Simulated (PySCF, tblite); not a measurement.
Parent: `[CH3:1][CH2:2][P:3]([CH3:4])[c:5]1[cH:6][cH:7][o:8][cH:9]1` with C1–C2–P3–C4 -49°, C2–P3–C5–C6 60°, C7H11OP.

Structures optimised with GFN2-xTB, isolated species. One conformer each, not checked by frequencies here.

| coordinate of the parent | value |
| --- | --- |
| C1–C2 | 1.522 Å |
| C2–P3 | 1.869 Å |
| P3–C4 | 1.852 Å |
| P3–C5 | 1.815 Å |
| C5–C6 | 1.426 Å |
| C6–C7 | 1.357 Å |
| C7–O8 | 1.344 Å |
| O8–C9 | 1.344 Å |
| C5–C9 | 1.366 Å |
| C1–C2–P3 | 116.9° |
| C2–P3–C4 | 100.3° |
| C2–P3–C5 | 98.4° |
| C4–P3–C5 | 98.9° |
| P3–C5–C6 | 125.7° |
| P3–C5–C9 | 129.0° |
| C6–C5–C9 | 105.1° |
| C5–C6–C7 | 106.2° |
| C6–C7–O8 | 110.7° |
| C7–O8–C9 | 107.0° |
| C5–C9–O8 | 111.0° |

Q: How does the shared frame change in `[CH3:1][CH2:2][P:3]([PH2:4])[c:5]1[cH:6][cH:7][o:8][cH:9]1` with C1–C2–P3–P4 173°, C2–P3–P4–H 89° and -179°, C2–P3–C5–C6 60°, C6H10OP2? Atoms pair as C1 = C1, C2 = C2, P3 = P3, C5 = C5, C6 = C6, C7 = C7, O8 = O8, C9 = C9 (parent first).

A: 
```csv
parent,relative,value in the relative,change
C1–C2,C1–C2,1.522 Å,0.000
C2–P3,C2–P3,1.871 Å,+0.002
P3–C5,P3–C5,1.816 Å,+0.001
C5–C6,C5–C6,1.426 Å,0.000
C6–C7,C6–C7,1.357 Å,0.000
C7–O8,C7–O8,1.345 Å,+0.001
O8–C9,O8–C9,1.340 Å,-0.004
C5–C9,C5–C9,1.366 Å,0.000
C1–C2–P3,C1–C2–P3,111.0°,-5.9
C2–P3–C5,C2–P3–C5,97.9°,-0.5
P3–C5–C6,P3–C5–C6,129.1°,+3.4
P3–C5–C9,P3–C5–C9,125.6°,-3.4
C6–C5–C9,C6–C5–C9,105.3°,+0.2
C5–C6–C7,C5–C6–C7,105.9°,-0.3
C6–C7–O8,C6–C7–O8,110.9°,+0.2
C7–O8–C9,C7–O8–C9,107.0°,0.0
C5–C9–O8,C5–C9–O8,111.0°,0.0
```

Of the parent's bonds, O8–C9 changes most (-0.004 Å). Bonds of the relative outside the shared frame: P3–P4 2.174 Å. Point group C1 → C1.

All values are computed, not measured.
